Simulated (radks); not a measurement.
Effect of the nuclear size on the phosphorus ion P12+, [He] 2s1. Method: Dirac Kohn-Sham, PBE, spin-unpolarised, spherical densities, finite nucleus; Fermi nuclear charge, rms radius 3.1889 fm; computed with a radial shooting solver on a logarithmic mesh with Libxc functionals. The rms radius is varied about that value; shifts are against it.

rms radius (fm)  total energy shift (eV)  density at nucleus (e/bohr^3)  1s1/2 shift (meV)  2s1/2 shift (meV)
2.803                           -0.00166                           2362             -0.716             -0.076
2.9497                          -0.00105                           2360             -0.455             -0.048
3.1889                                 0                           2357              0.000              0.000
3.3005                          0.000519                           2356              0.224              0.024
3.9479                           0.00388                           2349               1.67              0.178

Slopes of the eigenvalues against <r^2> in GHz/fm^2, as finite differences over the two radii next to the reference (eigenvalue slopes, not the field-shift constants of lines): 1s1/2 74.9, 2s1/2 7.98.
